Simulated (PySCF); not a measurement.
```xyz
4
charge 0 multiplicity 1, angstrom
Ti    0.0500    0.0242    0.0000
O     1.5824   -0.4073    0.0000
F    -0.7299    0.1321   -1.6062
F    -0.7299    0.1321    1.6062
```

All numbers come from PySCF, PBE0, basis Ti def2-TZVP, O def2-TZVP, F def2-TZVP (no relativity, density fitting).

This geometry of TiOF₂ is a stationary point at this level.

(1) What is the point group?

(2) Is it a minimum?

(3) List the harmonic modes with their infrared intensities.

(4) What are the dipole moment and the gap between the highest occupied and lowest empty levels?

(5) Give the atomic charges and bond orders.

Results:

(1) Cs.

(2) Yes: all harmonic wavenumbers are real, though the softest, 37 cm⁻¹, leaves little margin.

(3) 
```
symmetry  ω (cm⁻¹)  IR (km/mol)
      a'        37          126
      a'       201         11.8
     a''       277          3.8
      a'       676         77.8
     a''       791          293
      a'      1111          270
```

(4) 1.28 D and 6.25 eV.

(5) 
```tsv
atom	Mulliken	Löwdin	polar tensor	Mayer order to Ti1
Ti1	1.51	0.68	2.41	–
O2	-0.51	-0.19	-0.87	2.17
F3,4	-0.50	-0.24	-0.77	0.85
```

Only a few start shapes were tried, so a lower isomer may exist.
